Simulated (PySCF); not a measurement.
An unknown shows these calculated signals:

¹H NMR (400 MHz, computed): δ 7.47 (s, 2H), 3.50 (s, 2H).

¹³C{¹H} NMR (computed): δ 154.2 (CH), 128.5 (C), 120.1 (C), 52.7 (CH2).

[PySCF: σ from GIAO-PBE0/pcSseg-1; GFN2-xTB structure; gas phase; one averaged value for each set of equivalent atoms; one computed conformer; relativity neglected]

δ = σ(ref) − σ, references computed at the same level: ¹H and ¹³C vs TMS.

Which of these does the molecule contain: an amide, a C≡C triple bond, a Si–CH3 group, a nitrile, a non-aromatic C=C double bond?

Answers


- An amide: no.
- A C≡C triple bond: no.
- A Si–CH3 group: no.
- A nitrile: yes (δC 120.1).
- A non-aromatic C=C double bond: yes.

The data belong to `C1C(C#N)=CC=C1C#N`, C₇H₄N₂; they needn't prove each group on their own.

Carbon signals by region: 3 in the sp2 and nitrile region (100–160 ppm), 1 at 50–100 ppm.

Shifts are as computed. Against solution values, carbons near 30 ppm lie about +3 ppm off and those near 130 ppm about +5 ppm. Of 1211 compounds with measured shifts, 218 miss one by over three times the rms of a fit or turn the order of signals round; such compounds aren't used in these exercises. Multiplicities follow the n + 1 count of equivalent neighbours, as no J values were calculated; m marks all less simple cases, F and P coupling included.
